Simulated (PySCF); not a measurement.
Correlation energy of Bi (bismuth, neutral)

[Xe] 4f14 5d10 6s2 6p3, high-spin 4S determinant. Calculation: PySCF 2.14, in aug-cc-pVDZ-PP with ECP60MDF (5s4p3d, 32 functions); scalar relativity through the core potential. Frozen: 5s2 5p6 5d10; 5 electrons correlated.

MP2 pair energies summed by pair of shells (mhartree):

```csv
pair,energy,share (%)
6s-6p,-24.71,63.1
6p-6p,-9.21,23.5
6s-6s,-5.25,13.4
```

Total MP2 correlation energy: -39.16 mhartree.

Same-spin part -11.81 and opposite-spin part -27.35 mhartree; SCS-MP2 scales them by 1/3 and 6/5 to -36.76 mhartree.

| level | correlation energy (mhartree) |
| --- | --- |
| CCSD | -49.41 |
| (T) | -0.62 |
| CCSD(T) | -50.03 |

Diagnostics: T1 = 0.0053, D1 = 0.0103, largest double amplitude 0.032.

Question: Is a single reference adequate?

Answer: Yes, within this model without spin-orbit coupling: T1 lies below 0.03 and no double amplitude reaches 0.07.

Spin-orbit coupling is strong in this species, so the high-spin LS determinant is a model state.
